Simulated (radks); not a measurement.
Computed order of ionisation of antimony. At each step one electron was removed from each of the four highest sub-shells of the ion before, moves of one valence electron (up to charge 6) and the configuration listed by NIST were tried, and the lowest configuration was kept. All-electron calculation, Dirac Kohn-Sham, BLYP, spin-unpolarised, spherical densities, finite nucleus; Fermi nuclear charge, rms radius of each element as measured or else 0.836 A^(1/3) + 0.57 fm. Program: a radial shooting solver on a logarithmic mesh with Libxc functionals. Sub-shells are occupied by j as written (lower j first in brackets).

| species | lowest configuration found | NIST configuration | margin to the next tried (eV) | IE (eV) | NIST IE (eV) | kind |
|---|---|---|---|---|---|---|
| Sb | [Kr] 4d10 5s2 5p(1/2: 2, 3/2: 1) | same | - | 7.841 | 8.608 | exp. |
| Sb+ | [Kr] 4d10 5s2 5p(1/2: 2, 3/2: 0) | same | 0.735 | 16.333 | 16.63 | exp. |
| Sb2+ | [Kr] 4d10 5s2 5p(1/2: 1, 3/2: 0) | same | 8.753 | 25.079 | 25.324 | exp. |
| Sb3+ | [Kr] 4d10 5s2 | same | 9.345 | 44.437 | 43.80 | exp. |
| Sb4+ | [Kr] 4d10 5s1 | same | 10.024 | 55.698 | 55.0 | semi-emp. |
| Sb5+ | [Kr] 4d10 | same | 29.152 | 99.048 | 99.51 | exp. |
| Sb6+ | [Kr] 4d(3/2: 4, 5/2: 5) | same | 1.370 | 119.92 | 117 | theory |
| Sb7+ | [Kr] 4d(3/2: 4, 5/2: 4) | same | 1.446 | 141.72 | 139 | theory |
| Sb8+ | [Kr] 4d(3/2: 4, 5/2: 3) | same | 1.523 | 164.39 | 162 | theory |
| Sb9+ | [Kr] 4d(3/2: 4, 5/2: 2) | same | 1.602 | 187.88 | 185 | theory |
| Sb10+ | [Kr] 4d(3/2: 4, 5/2: 1) | same | 1.683 | 212.15 | 214 | theory |
| Sb11+ | [Kr] 4d(3/2: 4, 5/2: 0) | same | 1.766 | 239.02 | 238 | theory |
| Sb12+ | [Kr] 4d(3/2: 3, 5/2: 0) | same | 71.333 | 264.93 | 265 | theory |
| Sb13+ | [Kr] 4d(3/2: 2, 5/2: 0) | same | 72.030 | 291.55 | 292 | theory |

Reference values: NIST Atomic Spectra Database (exp. = measured, semi-emp. = semi-empirical, theory = theoretical value adopted there). Spin polarisation and multiplet splitting are left out, so open shells lie too high by an amount that depends on their filling.

Beside tabulated values, note that spin-unpolarised runs miss the spin-polarisation part of the exchange energy of open shells.
